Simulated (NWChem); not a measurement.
System meant: C3H6BF; SMILES C=CCBF

Input file for NWChem:

```
start job
memory heap 200 mb stack 900 mb global 1100 mb
geometry units angstroms noautoz
  B     -0.421168     1.233312    -0.179438
  C      0.198216    -0.007166     0.549441
  C     -0.375450    -1.325488     0.137747
  C      0.314658    -2.342573    -0.381214
  H     -0.044956     0.184808     1.618128
  H      1.298529     0.007073     0.484094
  H     -1.460477    -1.436926     0.261326
  H      1.398015    -2.284487    -0.530393
  H     -0.178456    -3.272372    -0.676048
  F      0.307377     2.327931    -0.340040
  H     -1.565581     1.280033    -0.578004
end
basis spherical
  B library def2-svp
  C library def2-svp
  H library def2-svp
  F library def2-svp
end
dft
  odft
  mult 2
  xc b3lyp
  iterations 150
  mulliken
end
task dft energy
```

End of the output:

```
 ==============================================================================
                                 internuclear angles
 ------------------------------------------------------------------------------
        center 1       |       center 2       |       center 3       |  degrees
 ------------------------------------------------------------------------------
    2 C                |   1 B                |  10 F                |   119.56
    2 C                |   1 B                |  11 H                |   123.82
   10 F                |   1 B                |  11 H                |   116.57
    1 B                |   2 C                |   3 C                |   114.73
    1 B                |   2 C                |   5 H                |   102.94
    1 B                |   2 C                |   6 H                |   110.91
    3 C                |   2 C                |   5 H                |   109.43
    3 C                |   2 C                |   6 H                |   112.21
    5 H                |   2 C                |   6 H                |   105.83
    2 C                |   3 C                |   4 C                |   125.50
    2 C                |   3 C                |   7 H                |   115.95
    4 C                |   3 C                |   7 H                |   118.53
    3 C                |   4 C                |   8 H                |   121.62
    3 C                |   4 C                |   9 H                |   121.34
    8 H                |   4 C                |   9 H                |   117.05
 ------------------------------------------------------------------------------
                            number of included internuclear angles:         15
 ==============================================================================

 Summary of "ao basis" -> "" (spherical)
 ------------------------------------------------------------------------------
       Tag                 Description            Shells   Functions and Types
 ---------------- ------------------------------  ------  ---------------------
 B                          def2-svp                 6       14   3s2p1d
 C                          def2-svp                 6       14   3s2p1d
 H                          def2-svp                 3        5   2s1p
 F                          def2-svp                 6       14   3s2p1d

                                 NWChem DFT Module
                                 -----------------

 Summary of "ao basis" -> "ao basis" (spherical)
 ------------------------------------------------------------------------------
       Tag                 Description            Shells   Functions and Types
 ---------------- ------------------------------  ------  ---------------------
 B                          def2-svp                 6       14   3s2p1d
 C                          def2-svp                 6       14   3s2p1d
 H                          def2-svp                 3        5   2s1p
 F                          def2-svp                 6       14   3s2p1d

  number of electrons :                   38
  multiplicity        :                    2
 ------------------------------------------------------------------------
  no. of electrons and multiplicity not compatible                  38
 ------------------------------------------------------------------------
 ------------------------------------------------------------------------
  current input line :
    29: task dft energy
 ------------------------------------------------------------------------
 ------------------------------------------------------------------------
 There is an error in the input file
 ------------------------------------------------------------------------
 For more information see the NWChem manual at https://nwchemgit.github.io

0: no. of electrons and multiplicity not compatible:Received an Error in Communication
```

### Question
Can this run be used? If not, why, and what is the fix?

### Answer
The input was rejected before any calculation. Cause: the multiplicity doesn't fit the number of electrons (an even count wants an odd multiplicity, and the reverse). This input runs:
```
start job
memory heap 200 mb stack 900 mb global 1100 mb
geometry units angstroms noautoz
  B     -0.421168     1.233312    -0.179438
  C      0.198216    -0.007166     0.549441
  C     -0.375450    -1.325488     0.137747
  C      0.314658    -2.342573    -0.381214
  H     -0.044956     0.184808     1.618128
  H      1.298529     0.007073     0.484094
  H     -1.460477    -1.436926     0.261326
  H      1.398015    -2.284487    -0.530393
  H     -0.178456    -3.272372    -0.676048
  F      0.307377     2.327931    -0.340040
  H     -1.565581     1.280033    -0.578004
end
basis spherical
  B library def2-svp
  C library def2-svp
  H library def2-svp
  F library def2-svp
end
dft
  xc b3lyp
  iterations 150
  mulliken
end
task dft energy
```
It converges to -242.47557 Ha (B3LYP/def2-SVP).
